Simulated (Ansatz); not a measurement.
Z-matrix (Å, degrees):
```
B
B 1 1.634
H 1 1.199 2 121.5
H 1 1.199 2 122.2 3 179.7
C 2 1.562 1 122.8 3 -95.2
H 2 1.203 1 121.0 3 85.9
N 5 1.274 2 124.8 1 -74.1
H 5 1.099 2 119.1 1 109.1
H 7 1.023 5 111.5 2 3.6
```

Total charge 0; spin multiplicity 1.

Task: List the CAM-B3LYP/def2-TZVPP orbital energies in eV (Ansatz 0.2.0). (Best estimate.)

Result: The calculation gave: Occupied: -391.44, -279.91, -185.87, -185.81, -26.87, -19.20, -17.18, -15.33, -13.77, -12.99, -11.74, -11.51, -9.87, -8.78. Lowest empty: -0.99, -0.75, 0.95, 2.17, 2.67, 2.96, 3.33, 3.91.
